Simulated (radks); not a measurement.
Coulomb parameter of the 4d shell of the molybdenum ion Mo2+ in the model configuration [Kr] 4d2.5 5s1.5, as a second difference U = [E(n + 0.5) + E(n - 0.5) - 2 E(n)] / (0.5)^2 with all orbitals relaxed. "Bare": the charge of the atom changes with n. "Screened": the 5s shell takes up the change at fixed total charge, which measures U(4d,4d) + U(5s,5s) - 2 U(4d,5s). Method: scalar-relativistic Kohn-Sham, PBEsol, spin-unpolarised, spherical densities, finite nucleus; Fermi nuclear charge, rms radius 4.4091 fm; computed with a radial shooting solver on a logarithmic mesh with Libxc functionals.

case              configuration  E - E(n) (eV)
start          [Kr] 4d2.5 5s1.5          0.000
bare +0.5        [Kr] 4d3 5s1.5        -11.190
bare -0.5        [Kr] 4d2 5s1.5         14.194
screened +0.5      [Kr] 4d3 5s1         -2.469
screened -0.5      [Kr] 4d2 5s2          2.858

U(bare) = 12.017 eV, U(screened by 5s) = 1.552 eV, against the Slater integral F0(4d,4d) = 15.137 eV with frozen orbitals.
